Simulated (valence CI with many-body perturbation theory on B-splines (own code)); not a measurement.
Values are calculated unless marked as measured or tabulated.
## Bi XXXIV: magnetic and hyperfine properties of the levels

Level of theory: valence CI with perturbative core correlation (CI+MBPT): four valence electrons over a frozen Dirac-Fock core [Kr] 4d10, radial functions for each j: 8 s, 8 p, 9 d, 9 f, 6 g, 3 h, 2 i, with the one-electron correlation potential Σ1, the two-electron term Σ2, the three-electron term Σ3, Breit, model QED; selected CI, second order for the rest, scaled by the run's own slope (own B-spline code, finite nucleus).

The last digits are not significant, and no measured levels were compared; by estimate large intervals hold to a few tenths of a per cent, small ones and those within an open d or f shell to about a per cent. Core correlation moves these levels by up to 5500 cm⁻¹, and in measured spectra 5 to 20 % of such shifts remained as error; rates that hang on mixing are uncertain with them. Only levels of the ground parity were solved; by the run's estimate the other parity begins above the list, which can be wrong where configurations are misplaced.

A/g_I is the dipole constant over the nuclear g factor μ/I (μ in nuclear magnetons, uniformly magnetised nucleus), B/Q the quadrupole constant per barn. Both hold the static response of the core; the bare values leave it out. Large factors of s and p1/2 electrons are usually good to 5 to 10 %; those of open d and f shells near neutrality can be off by tens of per cent, and small factors of p3/2, d and f electrons come from cancelling terms and can be off by a factor of two or in sign, in half-filled shells by more. B is blank for J = 1/2, where it vanishes, and for nearly pure S terms. Energies count from the lowest level. Levels with J = 0 are left out.

Levels are named by their leading jj configuration (3d3/2^4 stands for four electrons in 3d with j = 3/2), which in mixed levels can hold well under half, so a name can repeat and another be missing. Letters in brackets count levels of one name in rising energy.

```
                    Level  E (cm⁻¹)      g  A/g_I (MHz)  A/g_I bare  B/Q (MHz/b)  B/Q bare
            (4f5/2^4) J=4       0.0  0.691         7970        7470        -4460     -4050
  (4f5/2^3 4f7/2) J=5 [a]     38766  0.920         5890        5850        -3470     -3170
            (4f5/2^4) J=2     40757  0.888         7120        7120         4950      4510
  (4f5/2^3 4f7/2) J=6 [a]     62784  1.018         5230        5400        -1750     -1640
  (4f5/2^3 4f7/2) J=4 [a]     67863  0.991         5920        6100        -5700     -5160
  (4f5/2^3 4f7/2) J=1 [a]     70569  0.179        14500       13200         1170      1060
      (4f5/2^3 4f7/2) J=7     75064  1.046         5160        5420         1430      1210
  (4f5/2^3 4f7/2) J=3 [a]     80679  1.050         5190        5460        -2800     -2550
      (4f5/2^3 4f7/2) J=8     83161  1.058         5130        5420         5080      4480
  (4f5/2^3 4f7/2) J=2 [a]     83513  0.699         8340        7900        -3100     -2780
  (4f5/2^3 4f7/2) J=3 [b]     87413  0.996         5280        5400         4190      3820
  (4f5/2^3 4f7/2) J=2 [b]     90321  1.493          943        2070        -1260     -1210
  (4f5/2^3 4f7/2) J=5 [b]    103270  1.136         4210        4630        -1140     -1140
(4f5/2^2 4f7/2^2) J=6 [a]    106070  0.933         5570        5540         -185      -150
(4f5/2^2 4f7/2^2) J=7 [a]    115130  1.023         4920        5080         1720      1530
(4f5/2^2 4f7/2^2) J=4 [a]    115210  1.219         3270        3830         7040      6350
(4f5/2^2 4f7/2^2) J=8 [a]    123560  1.067         4660        4930         4350      3860
(4f5/2^2 4f7/2^2) J=4 [b]    132090  1.013         5330        5500        -3520     -3170
(4f5/2^2 4f7/2^2) J=2 [a]    135330  1.116         4180        4530         3020      2740
(4f5/2^2 4f7/2^2) J=3 [a]    137020  0.918         5880        5830        -4020     -3640
(4f5/2^2 4f7/2^2) J=5 [a]    139970  1.207         3470        4010         5590      5030
  (4f5/2^3 4f7/2) J=1 [b]    141030  1.421        -2.93         799         2430      2190
  (4f5/2^3 4f7/2) J=4 [b]    142340  1.145         3980        4400        -2900     -2700
(4f5/2^2 4f7/2^2) J=2 [b]    142400  1.160         2500        2800         -344      -360
(4f5/2^2 4f7/2^2) J=5 [b]    142490  1.041         4440        4610         2100      1850
    (4f5/2^2 4f7/2^2) J=1    144450  1.101         4510        4860         -524      -496
  (4f5/2^3 4f7/2) J=6 [b]    150060  1.186         3900        4430         2120      1810
(4f5/2^2 4f7/2^2) J=3 [b]    150130  1.251         2540        3110          828       726
(4f5/2^2 4f7/2^2) J=8 [b]    151180  1.008         5180        5330         6130      5560
    (4f5/2^2 4f7/2^2) J=9    151230  1.040         4910        5120        11700     10500
(4f5/2^2 4f7/2^2) J=5 [c]    155140  1.095         4750        5110        -1650     -1500
(4f5/2^2 4f7/2^2) J=4 [c]    157030  1.147         3300        3660         2620      2310
(4f5/2^2 4f7/2^2) J=2 [c]    159550  0.768         8640        8440         1060      1010
(4f5/2^2 4f7/2^2) J=6 [b]    161430  1.052         4820        5060          799       701
(4f5/2^2 4f7/2^2) J=2 [d]    164860  1.343         1590        2340         1450      1300
(4f5/2^2 4f7/2^2) J=7 [b]    169350  1.060         4800        5060         2760      2480
      (4f5/2 4f7/2^3) J=7    172640  1.019         4720        4840         1370      1250
(4f5/2^2 4f7/2^2) J=6 [c]    176500  1.095         4690        5040        -2310     -2120
```

(1) Take the isotope of mass number 207, with I = 9/2, μ = 4.0729 μN, leaving out the quadrupole term. What is the hyperfine structure of (4f5/2^3 4f7/2) J=7?

## Answers

(1) From the table A = 4670 MHz. Shifts from the centre of gravity in MHz: F = 5/2: -168000, F = 7/2: -152000, F = 9/2: -131000, F = 11/2: -105000, F = 13/2: -74700, F = 15/2: -39700, F = 17/2: 0, F = 19/2: 44400, F = 21/2: 93400, F = 23/2: 147000.
